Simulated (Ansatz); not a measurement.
Basis-set extrapolation for C$_{2}$H$_{7}$ClSi$_{2}$, SMILES `[SiH3]/C=C/[SiH2]Cl` (PBE0-D4/def2-TZVP geometry, frozen core, Ansatz). Multiplicity 1, RHF reference.

|  | def2-TZVPP | def2-QZVPP |
| --- | --- | --- |
| HF | -1117.275095 | -1117.309538 |
| MP2 correlation | -0.757202 | -0.815957 |
| CCSD(T) correlation | -0.860326 | not run |

Energies in hartree. Use E(X) = E(∞) + A·exp(−7.88·√X) for Hartree–Fock and E(X) = E(∞) + B·X^(−2.97) for correlation, with X = 3 and 4, and add CCSD(T) minus MP2 of the smaller set to the MP2 limit.

Problem. What is the CCSD(T) energy at the basis-set limit?

Solution. HF limit: -1117.309538 + (-0.034443) × 0.13774 = -1117.31428. MP2 limit: -0.815957 + (-0.058755) × 0.74074 = -0.85948. Higher-order term: -0.860326 − (-0.757202) = -0.10312. Total: -1118.27688 hartree, 371.4 kJ/mol below CCSD(T)/def2-TZVPP.
